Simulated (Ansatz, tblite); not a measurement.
Cost and result up the ladder for `FC(F)(F)c1cc2sc(-c3cc4sc(-c5cc6sc(-c7cc8sc(C(F)(F)F)cc8s7)cc6s5)cc4s3)cc2s1` (48 atoms). Total charge 0; singlet. Geometry: PBE-D4/def2-SVP.

```xyz
48

F    10.206    8.633   -1.575
C     8.964    9.163   -1.440
F     8.706    9.894   -2.548
F     9.019   10.013   -0.385
C     7.920    8.105   -1.253
C     6.871    7.825   -2.110
C     6.091    6.746   -1.618
S     4.670    5.901   -2.160
C     4.723    4.826   -0.758
C     3.723    3.798   -0.595
C     3.364    3.132    0.579
C     2.346    2.178    0.345
S     1.460    1.057    1.338
C     0.522    0.495   -0.053
C    -0.481   -0.528    0.108
C    -1.391   -0.991   -0.846
C    -2.222   -2.009   -0.323
S    -3.524   -2.979   -0.953
C    -3.715   -3.806    0.599
C    -4.727   -4.822    0.748
C    -5.682   -5.235   -0.182
C    -6.503   -6.268    0.337
S    -7.843   -7.193   -0.276
C    -7.959   -8.069    1.239
C    -8.986   -9.146    1.407
F   -10.233   -8.703    1.111
F    -8.750  -10.207    0.595
F    -8.996   -9.600    2.680
C    -7.017   -7.678    2.176
C    -6.188   -6.649    1.658
S    -4.847   -5.721    2.266
C    -2.803   -3.346    1.551
C    -1.965   -2.335    1.027
S    -0.661   -1.369    1.654
C     0.887    1.158   -1.228
C     1.910    2.106   -0.997
S     2.798    3.226   -1.990
C     5.787    5.125    0.093
C     6.552    6.214   -0.396
S     7.970    7.060    0.155
H     6.692    8.382   -3.038
H     3.808    3.359    1.557
H    -1.449   -0.592   -1.866
H    -5.772   -4.798   -1.185
H    -6.948   -8.122    3.176
H    -2.763   -3.732    2.578
H     0.432    0.948   -2.204
H     6.006    4.555    1.005
```

Ansatz on 2 threads of AMD EPYC 7R13 on a shared host and a share (18 GiB) of an NVIDIA H100 80GB HBM3; xTB runs through tblite on one thread. Times are rough, summed over both states, and most runs start from the orbitals of an earlier one. PBE0-D4/def2-SVP serves as the yardstick here, not as an exact answer. The other state is a triplet.

The xTB rows come from tblite. Single mean-field runs in def2-SVP are fitted with def2-universal-jkfit.

xTB has no spin-polarisation term.

| level | functions | vertical triplet (eV) | difference from PBE0-D4/def2-SVP (eV) |
| --- | --- | --- | --- |
| PBE-D4/def2-SVP | 632 | 1.51 | -0.23 |
| GFN1-xTB | 216 | 1.54 | -0.20 |
| PBE0-D4/def2-SVP (with forces) | 632 | 1.74 | 0.00 |
| GFN2-xTB | 208 | 1.54 | -0.20 |

(1) Estimate how long each takes.

Results:

(1) GFN1-xTB 0.55 s; GFN2-xTB 0.58 s; PBE-D4/def2-SVP 12 s; PBE0-D4/def2-SVP (with forces) 22 s. On shared hardware such times vary by a factor of up to 3.
